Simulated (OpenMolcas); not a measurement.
Os5+.

* Program: OpenMolcas
* Basis: ANO-RCC-VTZP [8s7p5d3f2g1h]
* Scalar Hamiltonian: DKH2, point nucleus
* Active space: 3 electrons in 5 orbitals (5d)
* State averaging: 2S+1 = 4 even, 10 roots; 2S+1 = 2 even, 40 roots
* Spin-orbit coupling: state interaction with AMFI integrals over the reference wave functions, term energies averaged over their components

Two sets of levels on these reference wave functions, in cm⁻¹ above 5d³ ⁴F_3/2: one from CASSCF and one from MS-CASPT2, IPEA 0.25 Eh, imaginary shift 0.1 Eh (closed shells correlated: 5s 5p).

```csv
Level,Set 1,Set 2
5d³ ⁴F_3/2,0.0,0.0
5d³ ⁴F_5/2,6510,6110
5d³ ⁴F_7/2,11650,11410
5d³ ⁴F_9/2 [57 %],14980,15260
5d³ ⁴P_1/2 [67 %],17340,19330
5d³ ²G_7/2,23420,24880
5d³ ²H_9/2 [56 %],24710,25650
5d³ ⁴P_5/2,25530,27050
5d³ ²P_1/2 [67 %],29570,32610
5d³ ²H_11/2,33080,34640
5d³ ²D_5/2(1),35430,38080
5d³ ²G_9/2 [57 %],37750,39180
5d³ ²P_3/2 [56 %],40950,44180
5d³ ²F_5/2,40990,45230
5d³ ²F_7/2,41730,45750
5d³ ²D_3/2(2),62230,67790
```

**Question.** Which set is which?

**Answer.** Set 1 is MS-CASPT2. Its levels of the other terms of 5d³ lie at 0.90 to 0.96 of the other set's values, as expected, since terms of lower spin or lower L gain more correlation energy than the Hund ground term. Against 14 measured levels (the list in Brasseur, Palmeri and Quinet, Atoms 13, 11 (2025)) the mean absolute deviation is 710 cm-1 with it and 2600 cm-1 without; single levels miss by up to 1400 cm-1 with it.

CASPT2 breaks the degeneracy within a term, and the mean is taken; among the terms shown or strongly mixed into the levels shown the widest spread is 560 cm-1 (5d³ ⁴F, MS-CASPT2). Without dynamic correlation excited terms often stand tens of per cent too high (terms of higher spin than the ground term too low), and those without a measured partner can miss by more than the paired ones (holds for CASSCF). Computed and measured levels are paired by configuration, term and J; levels that our copy of the source lacks, or whose pairing is in doubt (as where it misses far off the trend of its configuration), stay unpaired and out of the deviations. Levels of configurations outside the active space are missing. The table leaves out levels that lie high or whose names do not pair safely across all columns.

A share in square brackets marks a mixed level and gives the weight of the term that names it, the lowest over the columns. A number in round brackets counts repeated terms of one configuration in the order of the reference energies.
